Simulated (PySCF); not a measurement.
H₃O₃Zr, SMILES [OH][Zr+]([OH])[OH], charge +1, multiplicity 1.

Coordinates come from a B3LYP-D3(BJ)/def2-SVP optimisation. The multiplicity is an assumed one; other spin states were not compared. The isomer is the one that the SMILES or the coordinates give; other isomers of the formula were not compared. The def2 effective core potentials stand for the cores of Zr; spin–orbit coupling is left out. Other conformers were not sampled.

Two levels are set side by side: TDA-PBE/def2-SVPD (PySCF) and TDA-LC-ωPBE/def2-SVPD (PySCF). Vertical, same geometry. The lowest singlet is HOMO→LUMO 100 % with PBE and HOMO→LUMO 94 % with the other functional; states are paired by order. Differences are taken from unrounded values.

```json
[
 {"quantity": "lowest singlet excitation (eV)", "TDA-LC-ωPBE": "5.73", "TDA-PBE": "4.13", "TDA-PBE minus TDA-LC-ωPBE": "-1.59"},
 {"quantity": "lowest triplet excitation (TDA) (eV)", "TDA-LC-ωPBE": "5.69", "TDA-PBE": "4.10", "TDA-PBE minus TDA-LC-ωPBE": "-1.59"}
]
```

A lower first singlet is the usual sign of a functional without exact exchange. Differences between two approximate levels are no errors against the true value.

Rough cost on one machine, each run with all the roots and properties that it gave: TDA-LC-ωPBE against TDA-PBE about 3 times.
